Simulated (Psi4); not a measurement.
n-butyl acetate (C6H12O2), singlet, geometry from GFN2-xTB. Base run: SVWN/3-21G (Psi4).

Psi4 was given this input:
```
memory 2 GB

molecule mol {
0 1
  C    -3.894407    0.594547   -0.339144
  C    -2.680020   -0.315889   -0.204911
  C    -1.384824    0.487346   -0.119514
  C    -0.172190   -0.420922    0.015243
  O     1.000337    0.391772    0.082755
  C     2.168030   -0.251842    0.177666
  C     3.315619    0.722488    0.237277
  O     2.267997   -1.449484    0.208942
  H    -3.818306    1.202287   -1.237828
  H    -4.806963    0.006703   -0.398434
  H    -3.969437    1.259622    0.518059
  H    -2.783162   -0.931305    0.691237
  H    -2.631969   -0.988236   -1.064036
  H    -1.419767    1.158346    0.740578
  H    -1.267984    1.099898   -1.015259
  H    -0.232980   -1.033039    0.922494
  H    -0.085877   -1.098704   -0.841851
  H     3.187030    1.380720    1.092684
  H     3.318282    1.332110   -0.662713
  H     4.251204    0.178931    0.321783
}

set basis 3-21g
set reference rks

energy('svwn')
print_variables()
```

The base run was repeated with changes; each row names its change, and settings that it needs were set with it.

| change | E (Eh) | SCF-reference dipole (D) | core-seconds (rough) | outcome |
|---|---|---|---|---|
| base | -382.18719 | 1.90 | 10 | converged |
| functional = mn15 | -383.25691 | 1.85 | 40 | converged |
| functional = pbe0-dh | -383.67561 | - | 20 | converged |
| functional = pw6b95 | -384.66650 | 1.89 | 50 | converged |
| functional = b3lyp | -384.21437 | 1.87 | 20 | converged |
| functional = scan | -384.03454 | 1.97 | 50 | converged |
| functional = m06-l | -384.18883 | 1.96 | 50 | converged |
| functional = wb97x-v | - | - | - | cut at the time limit |
| functional = tpssh | -384.23246 | 1.89 | 50 | converged |
| functional = dsd-pbep86 | -383.18403 | - | 10 | converged |
| functional = m06 | -384.05317 | 1.93 | 40 | converged |
| functional = bp86 | -384.20553 | 1.87 | 20 | converged |
| functional = m11 | -383.70882 | 1.93 | 40 | converged |

Absolute energies of different levels of theory aren't comparable as measures of quality.
